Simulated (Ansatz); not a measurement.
`[OH][Zn][CH2]Cl` + H–F → `[F][Zn][CH2]Cl` + H₂O at 298.15 K and 1 bar (ligand exchange at a Zn–O bond).

Isolated molecules relaxed with PBE0-D4/def2-TZVP in Ansatz; ΔE leaves out vibrations. CCSD(T)/CBS is the MP2 limit (def2-TZVPP, def2-QZVPP) plus CCSD(T) − MP2 in def2-TZVPP, frozen cores. This one scheme is used for every species. For Zn outer-core shells are correlated without core-valence functions, which leaves a few kJ/mol of doubt a bond. Scalar relativity is left out up to krypton. One conformer a species, not always the lowest.

```tsv
species	CCSD(T)/CBS energy (Eh)	H − E (kJ/mol)	S (J/(mol·K))
`[OH][Zn][CH2]Cl`	-2353.20437	125.0	343.9
H–F	-100.39570	33.5	173.6
`[F][Zn][CH2]Cl`	-2377.23406	94.6	324.2
H₂O	-76.37941	66.4	188.7
```

H − E and S are ideal-gas, rigid-rotor, harmonic terms from PBE0-D4/def2-TZVP, for one conformer and one mirror image of each species. 1 Eh = 2625.50 kJ/mol, R = 8.31446 J/(mol·K).

Question: By hand: ΔE, ΔH, ΔS and ΔG.

Answer: ΔE = (-2377.23406) + (-76.37941) − (-2353.20437) − (-100.39570) = -0.01340 Eh = -35.2 kJ/mol. Δ(H − E) = 94.6 + 66.4 − 125.0 − 33.5 = 2.5, so ΔH = -32.7 kJ/mol. ΔS = 324.2 + 188.7 − 343.9 − 173.6 = -4.6 J/(mol·K). ΔG = -32.7 − 298.15 × (-4.6)/1000 = -31.3 kJ/mol.

Question: By hand: the equilibrium constant, and the temperature at which ΔG would vanish if ΔH and ΔS stayed fixed.

Answer: log₁₀ K = −ΔG/(RT ln 10) = 5.5. ΔG = 0 at ΔH/ΔS = 7109 K, far beyond where these terms or the molecules hold.

The number of gas molecules stays the same, so ΔS is small and ΔH decides. A doubt of 5 kJ/mol in ΔE shifts log₁₀ K by 0.9 here. Other conformers and mirror images would add mixing entropy, several J/(mol·K) or more a flexible species. Modes under 60 cm⁻¹, often nearly free rotors, make the harmonic entropy too high. These are equilibria of isolated gas molecules and say nothing of rates. Largest T1 diagnostic: 0.015 (customary marks: 0.02 for closed shells, 0.045 for open ones).
